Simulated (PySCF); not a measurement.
**Two-component Hartree-Fock for Fe⁺ (iron, charge +1)**

Start: [Ar] 3d6 4s1; 3d3/2 filled at m_j = -3/2, -1/2, +1/2, +3/2; 3d5/2 filled at m_j = +3/2, +5/2; 4s1/2 filled at m_j = +1/2. Calculated with PySCF 2.14 in x2c-TZVPall-2c with one added diffuse shell each of s, p, d type (7s8p5d1f, 63 functions): generalised Hartree-Fock with the X2C-1e Hamiltonian and a Gaussian nucleus; one run each with spin-orbit coupling (SO) switched off, then screened by Boettger's factors.

```
spinor shell  electrons  ε, spin-free (eV)  ε, screened SO (eV)  weight of nominal j (screened SO)  rms radius, screened SO (bohr)
       1s1/2          2            -7183.6              -7183.5                              1.000                          0.0675
       2s1/2          2            -890.94              -890.91                              1.000                           0.288
       2p1/2          2            -756.68              -765.64                              0.987                           0.259
       3s1/2          2            -123.89              -123.88                              1.000                           0.871
       3p3/2          4            -83.335              -82.573                              0.830                           0.937
       3p1/2          2            -83.335              -84.857                              0.659                           0.933
       3d3/2          4            -25.666              -25.314                              0.659                            1.22
       3d5/2          2            -25.666              -26.368                              0.895                            1.21
       4s1/2          1            -15.421              -15.421                              1.000                            2.98
```

**Question.** Where does 2p3/2 lie, and what is the 2p spin-orbit splitting (screened SO)?

**Answer.** At -752.26 eV, 13.375 eV above 2p1/2.

```
   quantity    spin-free  screened SO
E (hartree)  -1271.08711  -1271.10888
        M_J          9/2          9/2
       ⟨J²⟩       24.758       24.758
       ⟨L²⟩        6.005        6.011
       ⟨S²⟩        8.753        8.749
```

Each row is a mean over spinors that exchange with the open shell spreads, by up to 15.403 eV (3p3/2).

Rows whose weight is well below 1 are mixtures of j = l ± 1/2: exchange outweighs spin-orbit coupling there, and the label is only the starting occupation.

Without spin-orbit coupling the j labels of p, d and f shells carry no meaning; the spin-free column gives the mean over the occupied spinors of each nl shell.
